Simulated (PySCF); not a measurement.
Compound: C5H4BN2O (charge -1).
SMILES with atom numbers: `[C-:1]#[N+:2][B:3]1[CH:4]=[CH:5][CH:6]=[CH:7][N:8]1[O-:9]` (hydrogens: H10 on C4; H11 on C5; H12 on C6; H13 on C7)

A GFN2-xTB structure was refined with PBE0-D3(BJ)/def2-SVP geometry optimisation, gas phase in PySCF 2.14.0. Its GFN2-xTB values:

| coordinate | GFN2-xTB |
| --- | --- |
| C1≡N2 | 1.172 Å |
| N2–B3 | 1.431 Å |
| B3–C4 | 1.496 Å |
| B3–N8 | 1.442 Å |
| C4=C5 | 1.380 Å |
| C4–H10 | 1.087 Å |
| C5–C6 | 1.391 Å |
| C5–H11 | 1.088 Å |
| C6=C7 | 1.380 Å |
| C6–H12 | 1.084 Å |
| C7–N8 | 1.345 Å |
| C7–H13 | 1.085 Å |
| N8–O9 | 1.305 Å |
| C1–N2–B3 | 177.1° |
| N2–B3–C4 | 122.2° |
| N2–B3–N8 | 119.9° |
| B3–N8–C7 | 118.3° |
| B3–N8–O9 | 124.2° |
| C4–B3–N8 | 117.9° |
| C6–C7–N8 | 123.9° |
| C7–N8–O9 | 117.5° |

Question: How do these coordinates change at the PBE0-D3(BJ)/def2-SVP level?

Answer: 
| coordinate | PBE0-D3(BJ)/def2-SVP (Å or °) | change |
| --- | --- | --- |
| N2–B3 | 1.467 | +0.036 |
| N8–O9 | 1.281 | -0.024 |
| B3–N8 | 1.466 | +0.024 |
| C4=C5 | 1.397 | +0.017 |
| C7–N8 | 1.360 | +0.015 |
| C6=C7 | 1.393 | +0.013 |
| C6–H12 | 1.094 | +0.010 |
| C4–H10 | 1.096 | +0.009 |
| C5–H11 | 1.097 | +0.009 |
| C7–H13 | 1.093 | +0.008 |
| C5–C6 | 1.398 | +0.007 |
| B3–C4 | 1.491 | -0.005 |
| C1≡N2 | 1.174 | +0.002 |
| N2–B3–N8 | 117.5 | -2.4 |
| C7–N8–O9 | 119.3 | +1.8 |
| N2–B3–C4 | 123.9 | +1.7 |
| C1–N2–B3 | 178.2 | +1.1 |
| B3–N8–C7 | 117.4 | -0.9 |
| B3–N8–O9 | 123.3 | -0.9 |
| C4–B3–N8 | 118.6 | +0.7 |
| C6–C7–N8 | 124.1 | +0.2 |

The energy falls by 7.5 kJ/mol over 5 energy and gradient evaluations, the largest force component goes from 0.0340 to 2.1e-04 Eh/bohr, and the atoms move by 0.035 Å rms after alignment. The bond that changes most is N2–B3 (isocyanide nitrogen to ring boron), which lengthens by 0.036 Å. Bonds longer at the end by more than 0.005 Å: 10 of 13; shorter: 1. Rotational constants go from 2967, 1567, 1025 to 2997, 1527, 1012 MHz.

The run used 146 basis functions and 41 SCF cycles in all.

Whether it is a minimum is left open (no frequencies).
